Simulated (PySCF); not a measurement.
Compound: C5H7N2O (doublet state).
Structure used (GFN2-xTB), in Å, numbered top down from 1:
```
atom  x, y, z in Å
C1    -2.3335    0.1339   -0.1683
C2    -1.0561   -0.4999    0.1624
C3     0.1140    0.5551    0.2282
C4     0.3155    1.1624   -1.0553
N5     0.5027    1.6074   -2.0935
C6     1.3769   -0.1689    0.7201
N7     2.1085   -0.7388   -0.2595
O8     1.6358   -0.2684    1.8941
H9    -2.8830    0.6649    0.5849
H10   -2.6496    0.2263   -1.1888
H11   -1.0902   -0.9624    1.1523
H12   -0.7843   -1.2537   -0.5797
H13   -0.1513    1.3208    0.9635
H14    1.9315   -0.5557   -1.2327
H15    2.9588   -1.2151   -0.0060
```

The hyperfine couplings belong to this conformer and change with its torsions.

As a line formula: `[CH2]C[C@H](C#N)C(N)=O` [radical].

Method used: UKS B3LYP, pcH-1 on C H N O, non-relativistic, mean-field spin-orbit, GIAO (PySCF 2.14.0). Isolated species at its GFN2-xTB geometry (one conformer only). The geometry wasn't refined by DFT: couplings that depend on bond lengths, twists or pyramidal angles can differ widely from those at the functional's own minimum. No stability test was run, so a lower SCF solution isn't excluded.

The largest Mulliken spin populations are on C1 (+1.07), C2 (-0.09) and C3 (+0.06). C1 is the only atom above +0.15. The positive populations add up to 1.18 and the negative ones to -0.18, together 2S = 1. The angles at C1 add up to 359.1°, so it is planar; its axial dipolar tensor and the negative couplings of its protons fit spin in a p orbital normal to that plane.

(1) Find Q in a(H) = Q·ρ(C) for the protons on the planar carbons that carry spin.

(2) List the C–H protons on four-coordinate carbons next to a three-coordinate spin centre, with their couplings and θ (C–H bond against the normal to the plane of the centre's neighbours, projected along the bond that joins the two).

Results:

(1) 
```tsv
H	C	ρ(C)	a(H) (G)	a/ρ (G)
H9	C1	+1.072	-22.23	-20.7
H10	C1	+1.072	-22.33	-20.8
```

These protons share one ρ (within 0.01), so their mean ratio, Q = -20.8 G, is no test of linearity.

(2) 
```
β H  on  centre  θ (°)  cos²θ   a (G)
H11  C2      C1     56   0.31  +16.89
H12  C2      C1     66   0.16   +8.06
```

Couplings in gauss use g_iso = 2.0026.
